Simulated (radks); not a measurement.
The numbers below are computed, except where a source is named.
Question: The mean radii <r> (bohr) of the occupied orbitals of an atom or ion are listed with their occupations. Level of theory: Dirac Kohn-Sham, exchange-only PBE, spin-unpolarised, spherical densities, finite nucleus; Fermi nuclear charge, rms radius of each element as measured or else 0.836 A^(1/3) + 0.57 fm (a radial shooting solver on a logarithmic mesh with Libxc functionals).

| orbital | occ. | <r> |
|---|---|---|
| 1s1/2 | 2 | 0.03039 |
| 2s1/2 | 2 | 0.1310 |
| 2p1/2 | 2 | 0.1110 |
| 2p3/2 | 4 | 0.1161 |
| 3s1/2 | 2 | 0.3502 |
| 3p1/2 | 2 | 0.3399 |
| 3p3/2 | 4 | 0.3499 |
| 3d3/2 | 4 | 0.3179 |
| 3d5/2 | 5 | 0.3210 |

Name the element and its charge. Open shells, if any, fill j = l - 1/2 first.

Answer: Z = 48, cadmium, charge +21: Cd21+ in [Ar] 3d9. The 1s radius gives Z: for a bare nucleus <r> = (2 gamma + 1)/(2Z) with gamma = sqrt(1 - (Z/c)^2), 0.02993 bohr for Z = 48, and screening makes it slightly larger (0.03039 here). The occupations add up to 27, and the charge is Z minus that.
